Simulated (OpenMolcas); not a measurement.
C II: effect of the IPEA shift

- Program: OpenMolcas
- Basis: ANO-RCC-VTZP [4s3p2d1f]
- Scalar Hamiltonian: DKH2, point nucleus
- Active space: 3 electrons in 8 orbitals (2s 2p 3s 3p)
- State averaging: 2S+1 = 4 odd, 1 root; 2S+1 = 2 odd, 11 roots; 2S+1 = 4 even, 3 roots; 2S+1 = 2 even, 9 roots
- Spin-orbit coupling: state interaction with AMFI integrals over the reference wave functions, term energies averaged over their components

Methods on the same reference wave functions:
A. CASSCF
B. MS-CASPT2, IPEA 0 Eh, imaginary shift 0.1 Eh (closed shells correlated: 1s)
C. MS-CASPT2, IPEA 0.25 Eh, imaginary shift 0.1 Eh (closed shells correlated: 1s)

Energies in cm-1 above 2s2 2p 2P* 1/2, the measured ground level; measured values from NIST Handbook of Basic Atomic Spectroscopic Data.

```csv
Level,A,B,C,Measured
2s2 2p 2P* 1/2,0.0,0.0,0.0,0.0
2s2 2p 2P* 3/2,58.7,59.2,59.2,63.4
2s 2p2 4P 1/2,37884,41830,41710,43003
2s 2p2 4P 3/2,37905,41850,41730,43025
2s 2p2 4P 5/2,37940,41890,41770,43054
2s 2p2 2D 3/2,79851,74490,74880,74933
2s 2p2 2D 5/2,79856,74500,74880,74930
2s 2p2 2S 1/2,98643,97210,97170,96494
2s 2p2 2P 1/2,119199,111340,111930,110624
2s 2p2 2P 3/2,119243,111380,111970,110666
2p3 4S* 3/2,139142,141210,141180,142027
```

Deviations, from unrounded energies. A percentage is the sum of absolute deviations over the sum of measured energies, with the sign that they share, or ± where signs differ.

```json
{"Against measurement": "mean absolute deviation (cm-1)", "Levels": "10", "A": "4700", "B": "730", "C": "810"}
{"Against measurement": "fine structure of the ground term (%)", "Levels": "1", "A": "-7.5", "B": "-6.6", "C": "-6.6"}
{"Against measurement": "other configurations (%)", "Levels": "9", "A": "±6.4", "B": "±1.0", "C": "±1.1"}
```

B lies closest to measurement on these levels and A furthest from it. The largest miss of B in the table is 2s 2p2 4P 3/2, by -1200 cm-1. The ranking rests on the paired levels alone, and a cruder setting can come out closer through cancelling errors.

Between B and C the level of the table that moves most is 2s 2p2 2P 3/2, by 590 cm-1 (lowest in B, highest in C). Moves below CASPT2's spread within the term are not significant.

The lowest spin-free term lies below A's lowest term by 0.036 hartree in B, 0.035 hartree in C.

CASPT2 breaks the degeneracy within a term, and the mean is taken; among the terms shown or strongly mixed into the levels shown the widest spread is 11 cm-1 (2s 2p2 2D, B). The run also gave levels led by 2s2 3p, which use shells meant for correlation; these and all levels above them are left out. Without dynamic correlation excited terms often stand tens of per cent too high (terms of higher spin than the ground term too low), and those without a measured partner can miss by more than the paired ones (holds for A). Computed and measured levels are paired by configuration, term and J; levels that our copy of the source lacks, or whose pairing is in doubt (as where it misses far off the trend of its configuration), stay unpaired and out of the deviations. Only configurations of the active space appear. The table leaves out levels that lie high or whose names do not pair safely across all columns.

* marks odd parity.
